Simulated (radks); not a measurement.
Results of a calculation; reference values are marked as such.
Q: Mean orbital radii <r> (bohr) of neutral lanthanum, [Xe] 5d1 6s2, of relativity; Dirac values are averaged over j with weights 2j + 1. Spin-unpolarised spherical Kohn-Sham, PBE, point nucleus unless stated (finite: rms radius 4.855 fm), a radial shooting solver on a logarithmic mesh with Libxc functionals. A level marked "c x" has the speed of light scaled by that factor and shares open shells by 2j + 1; other Dirac levels either fill j = l - 1/2 first or share by 2j + 1.

| shell | non-rel. |
|---|---|
| 2s | 0.1142 |
| 2p | 0.09711 |
| 3s | 0.2998 |
| 3p | 0.2897 |
| 3d | 0.2605 |
| 4s | 0.6840 |
| 4p | 0.7057 |
| 4d | 0.7635 |
| 5s | 1.625 |
| 5p | 1.824 |
| 5d | 2.855 |
| 6s | 4.610 |

Give the values at the level "Dirac, c x 10".

A: 
shell  Dirac, c x 10  change of magnitude (%)
2s            0.1142                    -0.06
2p           0.09708                    -0.03
3s            0.2996                    -0.05
3p            0.2897                    -0.02
3d            0.2605                    0.00
4s            0.6837                    -0.04
4p            0.7056                    -0.02
4d            0.7636                    0.00
5s             1.625                    -0.04
5p             1.824                    -0.01
5d             2.856                    +0.05
6s             4.608                    -0.04
